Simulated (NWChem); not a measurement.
Molecule: AlPH₄; SMILES [AlH2][PH2]

```xyz
6

Al     0.1005     1.2979    -0.0231
H     -1.2142     1.9876     0.5453
H      1.3047     2.1667    -0.5907
P      0.1642    -1.0281    -0.2470
H     -0.4012    -1.3363     1.0229
H      1.5195    -1.1990     0.1551
```
Atoms are numbered in this order, from 1.

Results from NWChem. Pople sets run with spherical d functions. Coordinates come from a B3LYP/6-31G* (spherical d) optimisation. B3LYP is NWChem's, with the RPA form of VWN correlation. GIAO values for the isolated, static molecule; σ is the absolute isotropic shielding, δ = σ(reference) − σ with the isolated reference molecule computed at the same levels (1H: tetramethylsilane, 31P: phosphine).

For level PBE0/pcSseg-1:

```
Item         Value
-----------  -----
σ Al1 (ppm)  249.7
δ H2 (ppm)    6.00
δ P4 (ppm)     6.8
δ H5 (ppm)    1.96
```

Problem. Estimate the same quantities for level B3LYP/6-31G*.

Solution. 
| Quantity | Value |
|---|---|
| σ Al1 (ppm) | 317.1 |
| δ H2 (ppm) | 6.47 |
| δ P4 (ppm) | 1.8 |
| δ H5 (ppm) | 1.77 |
